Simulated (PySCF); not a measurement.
s to d promotion along the 5d series

Calculated with PySCF 2.14 from differences of total energies of unrestricted determinants, without spin-orbit coupling. Basis: def2-QZVPPD with the def2 core potential (60 electrons), ECP. Energy of d^(n+1) s¹ above d^n s² in eV (negative where d^(n+1) s¹ lies lower), between high-spin terms; measured values are centres of gravity of the terms (NIST), left out for the 5d series, where spin-orbit coupling mixes the terms.

| element | terms | UHF | LDA | PBE | r2SCAN | PBE0 | MP2 (valence and next inner shell) | CCSD(T) (valence) |
| --- | --- | --- | --- | --- | --- | --- | --- | --- |
| Ta | 4f14 5d3 6s2 (4F) → 4f14 5d4 6s1 (6D) | 0.271 | 0.550 | 0.414 | 0.200 | 0.412 | 0.795 | 0.987 |
| W | 4f14 5d4 6s2 (5D) → 4f14 5d5 6s1 (7S) | -1.124 | -0.551 | -0.765 | -1.143 | -0.822 | -0.504 | -0.337 |
| Re | 4f14 5d5 6s2 (6S) → 4f14 5d6 6s1 (6D) | 1.813 | 1.460 | 1.218 | 1.262 | 1.283 | 1.786 | 1.754 |
| Os | 4f14 5d6 6s2 (5D) → 4f14 5d7 6s1 (5F) | 0.626 | 0.586 | 0.361 | 0.425 | 0.347 | 0.761 | 0.627 |
| Pt | 4f14 5d8 6s2 (3F) → 4f14 5d9 6s1 (3D) | -0.338 | -0.647 | -0.596 | -0.350 | -0.618 | -0.521 | -0.516 |
| Au | 4f14 5d9 6s2 (2D) → 4f14 5d10 6s1 (2S) | -1.757 | -1.728 | -1.753 | -1.685 | -1.837 | -1.791 | -1.873 |
